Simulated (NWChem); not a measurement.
H₂Se₃; SMILES [SeH][Se][SeH]

```xyz
5

Se     0.0000     0.0000     0.9455
Se     1.8674    -0.0195    -0.4548
H      1.9713     1.4444    -0.6121
Se    -1.8674     0.0195    -0.4548
H     -1.9713    -1.4444    -0.6121
```
Atoms are numbered in this order, from 1.

Coordinates come from a PBE0/def2-SVP optimisation. B3LYP is NWChem's, with the RPA form of VWN correlation.

Symmetry labels are those of C2 in the frame above (b1 and b2, or b-type labels, depend on it).

**Question.** List the 4 lowest vertical singlet excitations from B3LYP/def2-SVP, full TDDFT (NWChem).

**Answer.** 
```tsv
state	energy (eV)	oscillator strength	symmetry	leading excitation (squared amplitude)
S1	3.72	0.008	b	HOMO → LUMO (0.54)
S2	3.83	0.021	b	HOMO−1 → LUMO (0.57)
S3	3.97	0.005	a	HOMO−2 → LUMO (0.93)
S4	4.35	0.001	a	HOMO → LUMO+1 (0.75)
```
